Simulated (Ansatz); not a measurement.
Total energies of Na2Cl2⁺ from Ansatz at PBE0-D4/def2-TZVP, gas phase (1 Eh = 27.2114 eV = 2625.5 kJ/mol). The reference geometry is relaxed at PBE0-D4/def2-TZVP.

```xyz
4

Na    0.626    1.661   -1.459
Na   -0.626   -1.662    1.458
Cl    0.157    0.835    1.016
Cl   -0.157   -0.834   -1.015
```

```tsv
state	geometry	energy (Eh)
charge 1 doublet	reference	-1244.41533
charge 0 singlet	reference	-1244.64667
charge 1 quartet	relaxed at PBE0-D4/def2-TZVP	-1244.20812
```

(1) Work out the vertical electron affinity, to the singlet.

(2) Which of the charge 1 states is lowest, and how far above it are the others?

(1) E(charge 1 doublet) − E(charge 0 singlet) = -1244.41533 − (-1244.64667) = 0.23134 Eh = 6.30 eV.

(2) The doublet. quartet: -1244.20812 − (-1244.41533) = 0.20721 Eh = 544.0 kJ/mol. The quartet differs in its bonds from the reference.

The structure comes from a short search, and lower isomers may exist.
